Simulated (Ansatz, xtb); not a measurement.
**Relative energy of two isomers of BrH4NSi2**

Structure a is `[SiH3]N[Si]Br`, a singlet and structure b is `[SiH]N[SiH2]Br`, a singlet. Both are isolated molecules in the gas phase, relaxed with PBE0-D3(BJ)/def2-SVP; each stands in its lowest conformer found.

Q: Estimate E(b) − E(a) at the level CCSD(T)/def2-SVP + ΔMP2/def2-TZVPP.

A: Calculated at CCSD(T)/def2-SVP + ΔMP2/def2-TZVPP: E(b) − E(a) = +42.7 kJ/mol, so structure a lies lower.

Level by level:

```json
{"level": "PBE0-D3(BJ)/def2-SVP", "geometry": "PBE0-D3(BJ)/def2-SVP", "E(b) − E(a) (kJ/mol)": "+46.1", "departure from the last row (kJ/mol)": "+3.4", "job, with rough time for the two": "optimisation, 3 min"}
{"level": "HF/def2-SVP", "geometry": "PBE0-D3(BJ)/def2-SVP", "E(b) − E(a) (kJ/mol)": "+39.8", "departure from the last row (kJ/mol)": "−2.9", "job, with rough time for the two": "part of the CCSD(T) run"}
{"level": "MP2/def2-SVP", "geometry": "PBE0-D3(BJ)/def2-SVP", "E(b) − E(a) (kJ/mol)": "+44.5", "departure from the last row (kJ/mol)": "+1.8", "job, with rough time for the two": "part of the CCSD(T) run"}
{"level": "CCSD(T)/def2-SVP", "geometry": "PBE0-D3(BJ)/def2-SVP", "E(b) − E(a) (kJ/mol)": "+43.1", "departure from the last row (kJ/mol)": "+0.4", "job, with rough time for the two": "single point"}
{"level": "CCSD(T)/def2-SVP + ΔMP2/def2-TZVPP", "geometry": "PBE0-D3(BJ)/def2-SVP", "E(b) − E(a) (kJ/mol)": "+42.7", "departure from the last row (kJ/mol)": "", "job, with rough time for the two": "single point, 85 s"}
```

As drawn, both hold the same kinds of bond in the same numbers.

The levels shown agree on the order. The largest departure from CCSD(T)/def2-SVP + ΔMP2/def2-TZVPP is that of PBE0-D3(BJ)/def2-SVP, 3.4 kJ/mol. Levels run at GFN2-xTB geometries aren't shown. The last row adds to CCSD(T) the change of the MP2 difference between the two basis sets, here −0.4 kJ/mol.

With harmonic frequencies from PBE0-D3(BJ)/def2-SVP (ideal gas, rigid rotor, one conformer each, 400 K, 1 atm): on the last row, ΔE + ΔZPE = +42.3, ΔH = +41.6, ΔG = +43.0 kJ/mol.

The correlated steps freeze 20 core orbitals; the filled d shell of Br is correlated, in a basis made for valence electrons. Mirror images aren't counted in ΔG. Codes used: Ansatz 0.2.0; the last row on 2 threads of Intel(R) Xeon(R) Processor @ 2.50GHz (Skylake/Cascade Lake) on a shared host.
